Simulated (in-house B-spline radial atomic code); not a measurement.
Response of the titanium ion Ti⁴⁺ as one setting changes: the share of exact exchange in a PBE hybrid. A dash marks a strongly mixed or unbound state. Computed with an all-electron radial atomic-structure program (B-spline basis): linear response of the closed shell [Ne] 3s2 3p6 with the functional's adiabatic kernel; scalar-relativistic (spin-free one-electron X2C), finite nucleus, no spin-orbit coupling, no double excitations, S, P, D and F terms only. Only terms of natural parity with L up to 3 were computed.

```tsv
share of exact exchange in a PBE hybrid	lowest 1P (eV)	lowest 3P, Tamm-Dancoff (eV)	minus highest occupied level (eV)	α (bohr³)
0	3p → 3d 48.75	3p → 3d 34.37	89.39	1.492
0.1	3p → 3d 48.78	3p → 3d 34.35	90.54	1.489
0.2	3p → 3d 48.81	3p → 3d 34.33	91.68	1.487
0.3	3p → 3d 48.83	3p → 3d 34.32	92.82	1.485
0.4	3p → 3d 48.86	3p → 3d 34.30	93.96	1.483
0.5	?	?	?	?
0.6	3p → 3d 48.90	3p → 3d 34.26	96.25	1.478
0.7	3p → 3d 48.92	3p → 3d 34.25	97.39	1.476
0.8	3p → 3d 48.94	3p → 3d 34.23	98.53	1.474
0.9	?	?	?	?
1	3p → 3d 48.97	3p → 3d 34.19	100.82	1.47
```

(1) What belongs in the row for 0.9?

(2) What belongs in the row for 0.5?

Results:

(1) lowest 1P (eV): 3p → 3d 48.95; lowest 3P, Tamm-Dancoff (eV): 3p → 3d 34.21; minus highest occupied level (eV): 99.68; α (bohr³): 1.472.

(2) lowest 1P (eV): 3p → 3d 48.88; lowest 3P, Tamm-Dancoff (eV): 3p → 3d 34.28; minus highest occupied level (eV): 95.11; α (bohr³): 1.48.
